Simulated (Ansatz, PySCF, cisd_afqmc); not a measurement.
Species: C$_{3}$H$_{4}$O, charge 0, singlet. C3H4O (SMILES O=C1CC1).
B3LYP-D3(BJ)/def2-TZVP minimum from Ansatz (a first-principles code):
```xyz
8

C     -0.3771     1.0863     0.1628
C     -1.1239    -0.2898     0.0411
C      0.3346    -0.1776    -0.0455
O      1.3819    -0.7333    -0.1877
H     -0.3401     1.5520     1.1409
H     -0.4647     1.7796    -0.6657
H     -1.6886    -0.4755    -0.8653
H     -1.5639    -0.7030     0.9413
```

Atomisation energy term by term, kcal/mol (programs: Ansatz, cisd_afqmc). UHF or UKS for unpaired electrons; spin-orbit terms are left out. Cores are frozen in correlated methods. Rows without X2C or -DK are non-relativistic. AFQMC is phaseless with a CISD trial state; ± is one standard error, without the phaseless bias. Outlying blocks are dropped, and bars are widened where a walk drifts. Over all cases where full CI ran beside it in this data, AFQMC minus full CI had a median of +0.1 mEh and passed +0.4 mEh in a tenth of the cases. CBS(X,Y): correlation extrapolated as X^-3, Hartree-Fock from the larger set. A bracket is a step between two methods taken in the basis named. '+ core + X2C': CCSD(T) terms for core correlation (cc-pwCVTZ) and scalar relativity (cc-pVTZ-DK). For partners of very few electrons the exact lower level stands in for a higher one.

```csv
term,basis,kcal/mol
Hartree-Fock,cc-pVQZ,571.95
CCSD correlation,"CBS(cc-pVTZ,cc-pVQZ)",214.84
(T),"CBS(cc-pVTZ,cc-pVQZ)",16.70
CCSDT(Q) - CCSD(T),cc-pVDZ,0.80
core correlation,cc-pwCVTZ,3.79
scalar relativity,"X2C, cc-pVTZ-DK",-0.72
minus zero-point energy,Hessian by PySCF at B3LYP-D3(BJ)/def2-TZVP,-38.09
sum: D0,,769.3
```

The step beyond CCSD(T) by other levels: AFQMC/CISD in cc-pVTZ 0.34 ± 0.27 kcal/mol.
